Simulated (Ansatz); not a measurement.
The cluster Cs₄H₃, relaxed as a doublet with UKS PBE0-D4/def2-TZVP in Ansatz, starting from the GFN1-xTB geometry. Force threshold 0.02 eV/Å.

In the def2 sets Cs takes a core potential; there is no spin–orbit coupling. The relaxation made no stability test and no search for a lower SCF solution. The structure comes from a short search, and lower isomers may exist.

Start:

```xyz
7

Cs    2.2295    0.2944   -0.0399
Cs    1.0668   -1.7149    0.7154
Cs    0.0397   -0.4343   -0.5699
Cs   -1.9848    0.2971   -0.9048
H     2.6817    2.0824    0.5081
H     1.3680   -0.6446   -0.0948
H    -5.4009    0.1199    0.3859
```

Problem. Estimate the energy that the relaxation releases and the steps that it takes.

Solution. 53.20 eV, in 71 steps; 5 min on 4 threads of Arm Neoverse V2 on a shared host. The force fell under the threshold at step 31, but the optimiser went on and released 1.082 eV more. No frequencies were taken in this run, so the end may be a saddle point.

Problem. Does the start keep its bonding?

Solution. Bonds lost: Cs1–Cs4 (atoms count from 1). Bonds formed: Cs2–H7, Cs3–H5, Cs3–H7, Cs4–H7 (atoms count from 1).

Problem. Predict the relaxed structure.

Solution. 
| atom | x (Å) | y (Å) | z (Å) |
| --- | --- | --- | --- |
| Cs1 | 3.839 | 0.779 | 0.745 |
| Cs2 | -1.014 | -1.457 | 2.052 |
| Cs3 | 0.182 | 0.667 | -1.662 |
| Cs4 | -4.933 | -0.950 | -0.313 |
| H5 | 2.787 | 1.757 | -1.495 |
| H6 | 1.316 | -0.385 | 0.964 |
| H7 | -2.177 | -0.411 | -0.290 |
Bond lengths (bridged metal pairs left out): 8 × Cs–H 2.66 to 3.05 Å.
